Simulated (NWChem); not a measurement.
System: TeCl2; SMILES [Te](Cl)Cl

NWChem input:

```
start job
memory heap 200 mb stack 900 mb global 1100 mb
geometry units angstroms
  Te     0.000000     0.000000     0.587564
  Cl    -1.810143     0.000000    -0.926351
  Cl     1.810143     0.000000    -0.926351
end
basis spherical
  * library 3-21g
end
dft
  xc hfexch
  iterations 150
end
driver
  maxiter 120
end
task dft optimize
task dft freq
```

The level has its own optimisation; frequencies are unscaled.

### Question
Predict the main results of this run. (Hartree-Fock/3-21G, non-relativistic.) Quantities: r Cl–Te (Å); highest harmonic frequency (cm⁻¹); lowest (cm⁻¹); zero-point energy (kcal/mol); dipole (D).

### Answer
The r Cl–Te (Å) is 2.469 and the highest harmonic frequency (cm⁻¹) is 353. The lowest (cm⁻¹) is 117, the zero-point energy (kcal/mol) is 1.2 and the dipole (D) is 4.06.
